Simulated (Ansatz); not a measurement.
Total energies of Cl$_{2}$H$_{2}$SSi, SMILES `S[SiH](Cl)Cl`.

Cartesian coordinates in Å:
```
S 1.500 -0.224 -0.819
Si -0.261 -0.094 0.342
Cl 0.304 -0.509 2.253
Cl -1.100 1.765 0.249
H 0.859 0.112 -1.954
H -1.302 -1.051 -0.072
```

The species carries charge 0 and has multiplicity 1. All single points use the PBE0-D4/def2-TZVP geometry. It is one conformer, not always the lowest. Basis def2-TZVPP, Ansatz.

RPA on PBE orbitals: Hartree–Fock energy of these orbitals -1606.76439 Eh, correlation -1.13178 Eh (frozen core).

```csv
functional,energy without D4 (Eh),D4 term (kJ/mol)
LDA (SPW92),-1603.96362,–
PBE,-1608.77542,-20.7
BLYP,-1609.45578,-44.7
PBE0,-1608.91232,-17.6
B3LYP,-1609.53843,-34.1
r2SCANh,-1609.35730,-5.0
r2SCAN0,-1609.34933,-5.6
HSE06 (plane-wave form),-1608.88309,-16.7
BHLYP,-1609.47215,-29.6
CAM-B3LYP,-1609.51609,-18.4
LC-ωPBE,-1609.01801,–
ωB97M-V,-1609.38921,–
B2PLYP,-1608.96726,–
PBE-QIDH,-1608.57814,–
```

(1) Give the same for revPBE, r2SCAN, B97M-V, ωB97X-V. (An estimate is asked.)

B3LYP takes the VWN-RPA correlation (the form of Gaussian; ORCA's B3LYP/G). HSE06 is the plane-wave form, built on full-range PBE exchange. The double hybrids freeze the cores in their second-order part.

Answers

(1) Ansatz gave: 
| functional | energy without D4 (Eh) | D4 term (kJ/mol) |
| --- | --- | --- |
| revPBE | -1609.16834 | -52.5 |
| r2SCAN | -1609.36322 | -4.6 |
| B97M-V | -1609.06334 | – |
| ωB97X-V | -1609.23239 | – |

LC-ωPBE has ω = 0.4 bohr⁻¹.
